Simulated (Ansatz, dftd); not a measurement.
Species: BNH₄, charge 0, singlet. BNH4 (SMILES BN).
B3LYP-D3(BJ)/def2-TZVP minimum from Ansatz (a quantum-chemistry and plane-wave program):
```xyz
6

B     -0.7766     0.0323    -0.0041
N      0.6098    -0.0254     0.0032
H     -1.3984    -0.9854    -0.0254
H     -1.3119     1.0982     0.0110
H      1.1972     0.7922     0.0209
H      1.1274    -0.8889    -0.0085
```

Wanted: atomisation energy (electronic, to ground-state atoms), in kJ/mol. UHF or UKS for unpaired electrons; spin-orbit terms are left out. Correlated methods leave the cores frozen. Rows without X2C or -DK are non-relativistic. CBS(X,Y): correlation extrapolated as X^-3, Hartree-Fock from the larger set (Q,5: extrapolated as (X+1)exp(-9√X)). A bracket is a step between two methods taken in the basis named. The functionals are non-relativistic, so their misses hold any scalar relativity. Double hybrids freeze cores in their MP2 part. '+ core + X2C': CCSD(T) terms for core correlation (cc-pwCVTZ) and scalar relativity (cc-pVTZ-DK). Where a partner has so few electrons that a lower coupled-cluster level is exact, that level stands in.

Compared with CCSD(T)/CBS(cc-pVQZ,cc-pV5Z) + [CCSDT(Q) - CCSD(T)]/cc-pVTZ + [CCSDTQ - CCSDT(Q)]/cc-pVDZ + core + X2C (Ansatz).

Question: Rank these levels by how close they come to it, closest first: B2PLYP-D3(BJ)/def2-TZVPD (Ansatz + dftd3); B2GP-PLYP-D3(BJ)/def2-TZVPD (Ansatz + dftd3); CCSD/CBS(cc-pVTZ,cc-pVQZ) (Ansatz); B2GP-PLYP/def2-TZVPD (Ansatz); wB97M-V/def2-TZVPD (Ansatz).

Answer: B2PLYP-D3(BJ)/def2-TZVPD (2090.8 kJ/mol, difference -6.4), wB97M-V/def2-TZVPD (2112.2 kJ/mol, difference 15.0), B2GP-PLYP-D3(BJ)/def2-TZVPD (2079.7 kJ/mol, difference -17.5), B2GP-PLYP/def2-TZVPD (2076.8 kJ/mol, difference -20.4), CCSD/CBS(cc-pVTZ,cc-pVQZ) (2066.5 kJ/mol, difference -30.7)
